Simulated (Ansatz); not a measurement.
System: sum formula H₂BO₂Br, charge 0, multiplicity 1. 
Geometry from a B3LYP-D3(BJ)/def2-TZVP (Ansatz, an electronic-structure program) optimisation:
```
B
O 1 1.3482
H 2 0.9612 1 114.45
O 1 1.3482 2 119.45 3 180.00
H 4 0.9612 1 114.45 2 180.00
Br 1 1.9724 2 120.28 3 0.00
```

Basis-set convergence of Hartree-Fock and CCSD(T) correlation energies (hartree) with Ansatz. Correlated levels leave the core frozen unless marked. No spin-orbit coupling. Frozen are the shells of the preceding noble gas and the d and f shells that filled before the atom's block. Non-relativistic.

```tsv
basis	functions	E(HF)	E(corr, CCSD(T))
aug-cc-pVDZ	123	-2748.14675	-0.64247
aug-cc-pVTZ	243	-2748.26887	-0.79952
aug-cc-pVQZ	425	-2748.28349	-0.85141
```

Extrapolating the two largest sets (X = 3 and 4) as X^-3: E(corr) = (64·(-0.85141) - 27·(-0.79952))/37 = -0.8893 Eh, an estimate of the basis-set limit. The largest set recovers 95.7 % of it, the smallest 72.2 %.
